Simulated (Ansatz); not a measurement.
Program: Ansatz. Geometries: PBE0-D4/def2-TZVP. ΔE: electronic, gas phase. CCSD(T)/CBS is the MP2 limit (def2-TZVPP, def2-QZVPP) plus CCSD(T) − MP2 in def2-TZVPP, frozen cores. This one scheme is used for every species. Functionals use def2-TZVPP. Triplets are unrestricted, without spin–orbit coupling. For Ga outer-core shells are correlated without core-valence functions, which leaves a few kJ/mol of doubt a bond. Scalar relativity is left out up to krypton. One conformer a species, not always the lowest.

`C[NH][Ga]([Cl])[Cl]` → `[CH2]` (triplet) + `[NH2][Ga]([Cl])[Cl]`  (formal loss of a carbene)

Task: Is it downhill or uphill in electronic energy at CCSD(T)/CBS, and by how much? (An estimate is asked.)

Result: Ansatz gave: Uphill: ΔE = +4.11 eV.

Task: What do these levels give: LDA (SPW92), PBE-D4, r2SCAN0-D4, BHLYP-D4, CAM-B3LYP-D4, PBE-QIDH, LC-ωPBE, RPA@PBE/def2-TZVPP, HF/def2-SVP, CCSD(T)/def2-SVP, MP2/def2-QZVPP, SCS-MP2/def2-QZVPP? (An estimate is asked.)

Result: Ansatz gave: LDA (SPW92) 4.90, PBE-D4 4.21, r2SCAN0-D4 3.82, BHLYP-D4 3.94, CAM-B3LYP-D4 4.10, PBE-QIDH 4.06, LC-ωPBE 3.98, RPA@PBE/def2-TZVPP 3.98, HF/def2-SVP 2.75, CCSD(T)/def2-SVP 4.04, MP2/def2-QZVPP 4.18, SCS-MP2/def2-QZVPP 4.22 eV.

Largest T1 diagnostic among the species: 0.012.

From BLYP to BHLYP (50 % exact exchange), in def2-TZVPP and without D4, ΔE moves by −0.09 eV. At CCSD(T), def2-SVP lies −0.07 eV from the extrapolated value and def2-TZVPP −0.10 eV. Leaving LDA and LC-ωPBE aside and taking each functional with its dispersion term where it has one, the values, not all of them listed here, spread over 0.41 eV, from r2SCAN0-D4 to ωB97X-V. LDA lies +0.76 eV from PBE without D4.
